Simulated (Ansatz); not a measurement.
Two isomers of C2H6S2Si: A = `[SiH3]SCC=S`, B = `C1[SiH2]SCS1`.

Isolated molecules relaxed with PBE0-D4/def2-TZVP in Ansatz; ΔE leaves out vibrations. CCSD(T)/CBS is the MP2 limit (def2-TZVPP, def2-QZVPP) plus CCSD(T) − MP2 in def2-TZVPP, frozen cores. DFT in def2-TZVPP. B3LYP here is the variant with VWN-RPA as its local correlation; programs differ in this. Each species was taken in one conformer, which may not be the lowest.

Which is lower in electronic energy at CCSD(T)/CBS, and by how much? (Estimate.)

Computed: B, by 25.4 kcal/mol.

Give E(B) − E(A) in kcal/mol with PBE0-D4, CCSD(T)/def2-TZVPP, r2SCAN-D4, PBE-D4, HF/def2-TZVPP, CCSD/def2-TZVPP, B3LYP. (Best estimate.)

Computed: PBE0-D4 -28.6, CCSD(T)/def2-TZVPP -23.8, r2SCAN-D4 -25.9, PBE-D4 -25.5, HF/def2-TZVPP -22.2, CCSD/def2-TZVPP -24.4, B3LYP -21.6. None reverses the order clearly.

Largest T1 diagnostic: 0.015.

In def2-TZVPP, CCSD(T) changes the Hartree–Fock value by −1.6 kcal/mol (the triples alone add +0.6 kcal/mol) and MP2 by −3.9 kcal/mol. From PBE to PBE0 (25 % exact exchange), in def2-TZVPP and without D4, E(B) − E(A) moves by −3.3 kcal/mol.
